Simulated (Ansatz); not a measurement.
## CCSD(T) forces

C₂H₄BN (SMILES CB=C=N), singlet, displaced at random from a GFN2-xTB minimum.

```json
{"atom": "C1", "x (Å)": "0.6962", "y (Å)": "1.0971", "z (Å)": "0.6590"}
{"atom": "B2", "x (Å)": "-0.0633", "y (Å)": "0.0933", "z (Å)": "-0.0402"}
{"atom": "C3", "x (Å)": "-0.6206", "y (Å)": "-1.1370", "z (Å)": "-0.5262"}
{"atom": "N4", "x (Å)": "-1.0575", "y (Å)": "-2.2271", "z (Å)": "-1.0419"}
{"atom": "H5", "x (Å)": "0.6053", "y (Å)": "1.9427", "z (Å)": "0.1662"}
{"atom": "H6", "x (Å)": "1.7577", "y (Å)": "0.8989", "z (Å)": "0.8829"}
{"atom": "H7", "x (Å)": "0.2914", "y (Å)": "1.3419", "z (Å)": "1.5184"}
{"atom": "H8", "x (Å)": "-1.7209", "y (Å)": "-2.1778", "z (Å)": "-1.5828"}
```

Ansatz 0.2.0; basis: def2-TZVPP; cores frozen in the correlated methods. B3LYP uses VWN-RPA correlation.

CCSD(T) forces from the calculation:
```csv
atom,Fx,Fy,Fz (eV/Å)
C1,4.273,-2.282,-0.656
B2,-2.435,-4.339,-1.673
C3,0.095,-0.083,-0.481
N4,9.946,0.563,8.356
H5,0.065,4.474,-2.634
H6,-0.323,-0.173,-0.243
H7,-2.382,0.786,4.746
H8,-9.238,1.055,-7.414
```

Root-mean-square difference of the force components from those of CCSD(T): PBE0-D4 0.350; wB97M-V 0.288; r2SCAN-D4 0.297; PBE-D4 0.284; r2SCANh-D4 0.336; B3LYP-D4 0.274 eV/Å.

No T1 diagnostic of these runs exceeds 0.017. The restricted Hartree–Fock reference is unstable towards an unrestricted one here. These are differences at one structure, and CCSD(T) in triple zeta is itself an approximation.

For scale, one of the runs: CCSD(T)/def2-TZVPP forces, 180 basis functions (an equivalent command: `ansatz run in.yaml --threads 4`). Time: 2.2 min of wall clock on 4 CPU threads; the host was shared. Peak host memory: 3.5 GiB.
